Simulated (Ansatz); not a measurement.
`[CH3][Mo](=[O])(=[O])[OH]` + NH₃ → `[CH3][Mo]([NH2])(=[O])=[O]` + H₂O at 500 K and 1 bar (ligand exchange at a Mo–O bond).

Calculated with Ansatz (gas phase, PBE0-D4/def2-TZVP geometries, no zero-point term in ΔE). CCSD(T)/CBS adds triple-zeta CCSD(T) − MP2 to the extrapolated MP2 energy (def2 sets, frozen cores). This one scheme is used for every species. def2 core potentials past Kr. For Mo outer-core shells are correlated without core-valence functions, which leaves a few kJ/mol of doubt a bond. Each species was taken in one conformer, which may not be the lowest.

```csv
species,CCSD(T)/CBS energy (Eh),H − E (kJ/mol),S (J/(mol·K))
`[CH3][Mo](=[O])(=[O])[OH]`,-334.23200,191.8,411.6
NH₃,-56.50880,108.2,211.8
`[CH3][Mo]([NH2])(=[O])=[O]`,-314.35398,226.3,416.2
H₂O,-76.37941,73.2,206.3
```

H − E and S are ideal-gas, rigid-rotor, harmonic terms from PBE0-D4/def2-TZVP, for one conformer and one mirror image of each species. 1 Eh = 2625.50 kJ/mol, R = 8.31446 J/(mol·K).

Problem. By hand: ΔE, ΔH, ΔS and ΔG.

Solution. ΔE = (-314.35398) + (-76.37941) − (-334.23200) − (-56.50880) = 0.00741 Eh = 19.5 kJ/mol. Δ(H − E) = 226.3 + 73.2 − 191.8 − 108.2 = -0.5, so ΔH = 19.0 kJ/mol. ΔS = 416.2 + 206.3 − 411.6 − 211.8 = -0.9 J/(mol·K). ΔG = 19.0 − 500 × (-0.9)/1000 = 19.4 kJ/mol.

Problem. By hand: the equilibrium constant, and the temperature at which ΔG would vanish if ΔH and ΔS stayed fixed.

Solution. log₁₀ K = −ΔG/(RT ln 10) = -2.0. ΔH and −TΔS have one sign here, so there is no such temperature.

The number of gas molecules stays the same, so ΔS is small and ΔH decides. A doubt of 5 kJ/mol in ΔE shifts log₁₀ K by 0.5 here. Other conformers and mirror images would add mixing entropy, several J/(mol·K) or more a flexible species. These are equilibria of isolated gas molecules and say nothing of rates. Largest T1 diagnostic: 0.025 (customary marks: 0.02 for closed shells, 0.045 for open ones).

ΔS is within the doubt of such terms, so its sign, and with it that verdict, could turn.
